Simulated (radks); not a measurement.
Question: Species: Ga XIX. Configuration: [Ne] 3s2 3p1 (the NIST ground configuration). All-electron calculation, Dirac Kohn-Sham, HCTH/407, spin-unpolarised, spherical densities, point nucleus; open shells fill j = l - 1/2 first. Program: a radial shooting solver on a logarithmic mesh with Libxc functionals. Some entries of the table are withheld. Estimate them.

orbital,occ.,eigenvalue (eV),r(max) (bohr)
1s1/2,2,-10934.18,0.03181
2s1/2,2,(1),(2)
2p1/2,2,-1811.838,(3)
2p3/2,4,-1783.440,(4)
3s1/2,2,-706.9742,0.5111
3p1/2,1,-661.5528,0.4936
3p3/2,0,-655.4175,0.4989

Answer: 
(1) 2s1/2 eigenvalue (eV): -1949.518
(2) 2s1/2 r(max) (bohr): 0.1815
(3) 2p1/2 r(max) (bohr): 0.1435
(4) 2p3/2 r(max) (bohr): 0.1463
